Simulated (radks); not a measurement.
The nuclear charge of the technetium ion Tc+ is varied continuously with 42 electrons held in [Kr] 4d5 5s1. All-electron calculation, scalar-relativistic Kohn-Sham, PBE, spin-polarised, spherical densities, finite nucleus; open shells are filled with parallel spins first (spin-orbit coupling, left out, can overturn this in heavy ions); Fermi nuclear charge, rms radius 4.4112 fm. Program: a radial shooting solver on a logarithmic mesh with Libxc functionals. By the Hellmann-Feynman theorem dE/dZ = E(electron-nucleus)/Z, the electronic potential at the nucleus (averaged over a nucleus of fixed radius). The scalar-relativistic energy here is not variational (the density holds large components alone), so the two differ by a part that grows with Z.

| Z | E (hartree) | E(electron-nucleus)/Z (hartree) | HOMO | e(HOMO) (eV) | <r> HOMO (bohr) |
|---|---|---|---|---|---|
| 42 | -4048.73203 | -232.341 | 4d | -4.571 | 1.967 |
| 42.2 | -4095.46000 | -233.861 | 5s | -5.950 | 3.354 |
| 42.4 | -4142.49363 | -235.379 | 5s | -7.378 | 3.243 |
| 42.6 | -4189.83264 | -236.896 | 5s | -8.891 | 3.143 |
| 42.8 | -4237.47681 | -238.412 | 5s | -10.485 | 3.050 |
| 43 | -4285.42600 | -239.927 | 5s | -12.157 | 2.965 |
| 43.2 | -4333.68011 | -241.442 | 5s | -13.903 | 2.887 |
| 43.4 | -4382.23909 | -242.956 | 5s | -15.721 | 2.813 |
| 43.6 | -4431.10291 | -244.470 | 5s | -17.608 | 2.745 |
| 43.8 | -4480.27158 | -245.984 | 5s | -19.562 | 2.681 |
| 44 | -4529.74516 | -247.499 | 5s | -21.582 | 2.621 |

The central difference of E at Z = 43 is -240.508 hartree, to compare with the third column; the second derivative is -7.62 hartree.
